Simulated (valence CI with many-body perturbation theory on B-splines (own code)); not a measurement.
**Forbidden lines of Se XIII**

Method: configuration interaction combined with many-body perturbation theory (CI+MBPT): four valence electrons over a frozen Dirac-Fock core [Ar], a basis of 9 s, 9 p, 10 d, 8 f, 5 g, 3 h, 1 i functions for each j, with the one-electron correlation potential Σ1, the two-electron term Σ2, the three-electron term Σ3, Breit, model QED; selected CI, second order for the rest, scaled by the run's own slope (own B-spline code, finite nucleus).

No measured spectrum was set against this ion. As an estimate, terms of the open shell hold to 2 to 4 % of their energy, and close levels can change places. Core correlation moves these levels by up to 6700 cm⁻¹, and in measured spectra 5 to 20 % of such shifts remained as error; rates that hang on mixing are uncertain with them. Only levels of the ground parity were solved; by the run's estimate the other parity begins above the list, which can be wrong where configurations are misplaced.

Lines 1 to 50 of 120 in falling wavelength, among levels below 31.882 eV, chosen from the decays that carry over 1 % of a level's rate. Wavelengths and rates use the calculated energies, so an error of 2000 cm⁻¹ moves a line at 14920 Å by 30 % and its rate by three times that or more. S is in atomic units (e²a₀⁴ for E2 and M2, e²a₀⁶ for E3), for M1 in squared Bohr magnetons. Weak lines are less certain than strong ones. Lines between different terms over intervals too small for the method are left out, as are lines whose strength nearly cancels. Intervals below about 2000 cm⁻¹, as at the head of this list, are uncertain by tens of per cent.

Names give the largest LS component (configuration and term), which can be under half, so a name can repeat, a term be missing and a line seem to break the LS rules; names also repeat where a configuration has a term twice. Letters in brackets count levels of one name in rising energy.

```
λ vac (Å)         Upper         Lower  Type   A (s⁻¹)  S (a.u.)
    68330      3d⁴ ⁵D_1      3d⁴ ⁵D_0    M1  1.65e-01  5.86e+00
    42640      3d⁴ ⁵D_2      3d⁴ ⁵D_1    M1  7.20e-01  1.03e+01
    41060      3d⁴ ³H_6      3d⁴ ³H_5    M1  2.82e-01  9.42e+00
    38490      3d⁴ ³G_5      3d⁴ ³G_4    M1  2.62e-01  6.10e+00
    35380      3d⁴ ⁵D_3      3d⁴ ⁵D_2    M1  1.04e+00  1.19e+01
    32350      3d⁴ ⁵D_4      3d⁴ ⁵D_3    M1  7.92e-01  8.94e+00
    28660      3d⁴ ³H_5      3d⁴ ³H_4    M1  9.65e-01  9.26e+00
    14920  3d⁴ ³F_3 [a]      3d⁴ ³H_4    M1  1.46e+00  1.26e+00
    13740      3d⁴ ³G_4  3d⁴ ³F_4 [a]    M1  1.09e+00  9.42e-01
    13490  3d⁴ ³P_1 [a]  3d⁴ ³P_0 [a]    M1  7.03e+00  1.92e+00
    12460      3d⁴ ³G_3  3d⁴ ³F_2 [a]    M1  4.86e+00  2.44e+00
    11220      3d⁴ ³G_3  3d⁴ ³F_3 [a]    M1  6.00e+00  2.20e+00
    11130  3d⁴ ³F_4 [a]      3d⁴ ³H_4    M1  7.15e+00  3.29e+00
    10700  3d⁴ ³P_2 [a]  3d⁴ ³P_1 [a]    M1  1.12e+01  2.55e+00
    10460      3d⁴ ³G_4  3d⁴ ³F_3 [a]    M1  1.44e+00  5.50e-01
    10130      3d⁴ ³G_5  3d⁴ ³F_4 [a]    M1  5.19e+00  2.20e+00
     7829      3d⁴ ³G_4      3d⁴ ³H_5    M1  1.49e+00  2.39e-01
     7730      3d⁴ ³G_5      3d⁴ ³H_6    M1  5.35e+00  1.01e+00
     7063  3d⁴ ¹G_4 [a]      3d⁴ ³G_5    M1  5.92e+00  6.95e-01
     6639      3d⁴ ³D_3  3d⁴ ³P_2 [a]    M1  3.62e+00  2.75e-01
     6505      3d⁴ ³G_5      3d⁴ ³H_5    M1  7.16e+00  8.04e-01
     6406      3d⁴ ³G_3      3d⁴ ³H_4    M1  1.47e+00  1.00e-01
     6184      3d⁴ ³D_2  3d⁴ ³P_2 [a]    M1  3.38e+00  1.48e-01
     5968  3d⁴ ¹G_4 [a]      3d⁴ ³G_4    M1  3.48e+00  2.47e-01
     5744  3d⁴ ¹G_4 [a]      3d⁴ ³G_3    M1  1.65e+01  1.05e+00
     5591      3d⁴ ³D_1  3d⁴ ³P_2 [a]    M1  5.58e+00  1.09e-01
     5356  3d⁴ ¹D_2 [a]      3d⁴ ³D_1    M1  9.55e+00  2.72e-01
     5115  3d⁴ ³F_4 [b]      3d⁴ ¹F_3    M1  7.19e+00  3.21e-01
     4906  3d⁴ ¹D_2 [a]      3d⁴ ³D_2    M1  3.39e+00  7.42e-02
     4821  3d⁴ ³F_2 [b]      3d⁴ ¹F_3    M1  1.59e+01  3.31e-01
     4695      3d⁴ ³D_3  3d⁴ ³F_3 [a]    M1  1.33e+00  3.58e-02
     4653  3d⁴ ¹D_2 [a]      3d⁴ ³D_3    M1  1.50e+01  2.81e-01
     4647      3d⁴ ³D_2  3d⁴ ³F_2 [a]    M1  4.65e+00  8.64e-02
     4463      3d⁴ ³D_2  3d⁴ ³F_3 [a]    M1  1.05e+00  1.74e-02
     4304      3d⁴ ³D_1  3d⁴ ³F_2 [a]    M1  3.42e+00  3.04e-02
     4253      3d⁴ ¹I_6      3d⁴ ³H_6    M1  1.63e+01  6.04e-01
     4161  3d⁴ ¹G_4 [a]  3d⁴ ³F_4 [a]    M1  4.96e+01  1.19e+00
     3919      3d⁴ ³D_2  3d⁴ ³P_1 [a]    M1  1.31e+00  1.46e-02
     3854      3d⁴ ¹I_6      3d⁴ ³H_5    M1  1.47e+01  4.07e-01
     3800  3d⁴ ¹G_4 [a]  3d⁴ ³F_3 [a]    M1  3.81e+00  6.97e-02
     3672      3d⁴ ³D_1  3d⁴ ³P_1 [a]    M1  1.78e+01  9.82e-02
     3647  3d⁴ ³P_2 [b]  3d⁴ ¹D_2 [a]    M1  1.31e+01  1.18e-01
     3386  3d⁴ ¹G_4 [a]      3d⁴ ³H_5    M1  1.84e+01  2.38e-01
     3249      3d⁴ ¹F_3      3d⁴ ³D_2    M1  7.93e+00  7.06e-02
     3211  3d⁴ ³F_2 [b]  3d⁴ ¹D_2 [a]    M1  7.54e+00  4.63e-02
     3136      3d⁴ ¹F_3      3d⁴ ³D_3    M1  2.29e+01  1.84e-01
     3029  3d⁴ ¹G_4 [a]      3d⁴ ³H_4    M1  8.15e+00  7.55e-02
     2951  3d⁴ ¹D_2 [a]      3d⁴ ³G_3    M1  7.97e+00  3.80e-02
     2887      3d⁴ ³D_1  3d⁴ ³P_0 [a]    M1  1.34e+01  3.58e-02
     2816  3d⁴ ¹S_0 [a]  3d⁴ ³P_1 [a]    M1  1.54e+02  1.28e-01
```
